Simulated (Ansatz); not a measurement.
`[CH3][AlH][C]#N` + `C[SiH3]` → `[CH3][AlH][SiH2]C` + `C#N`  (formal exchange of groups at the Al–C bond)

Program: Ansatz. Geometries: PBE0-D4/def2-TZVP. ΔE: electronic, gas phase. CCSD(T)/CBS is the MP2 limit (def2-TZVPP, def2-QZVPP) plus CCSD(T) − MP2 in def2-TZVPP, frozen cores. This one scheme is used for every species. Functionals use def2-TZVPP. Each species was taken in one conformer, which may not be the lowest.

```csv
species,BHLYP energy (Eh)
`[CH3][AlH][C]#N`,-375.77873
`C[SiH3]`,-331.20404
`[CH3][AlH][SiH2]C`,-613.54197
`C#N`,-93.40539
```

**Question.** Work out ΔE.

**Answer.** ΔE = (-613.54197) + (-93.40539) − (-375.77873) − (-331.20404) = 0.03541 Eh = +22.2 kcal/mol. CCSD(T)/CBS gives +19.7 kcal/mol.

Largest T1 diagnostic among the species: 0.014.

From BLYP to BHLYP (50 % exact exchange), in def2-TZVPP and without D4, ΔE moves by +2.0 kcal/mol. The D4 term adds −1.0 kcal/mol with B3LYP and −0.6 kcal/mol with PBE0; it sums over pairs of atoms, weighted by their polarisabilities, and B3LYP, whose exchange is more repulsive, gets the larger term.

B3LYP here is the variant with VWN-RPA as its local correlation; programs differ in this.
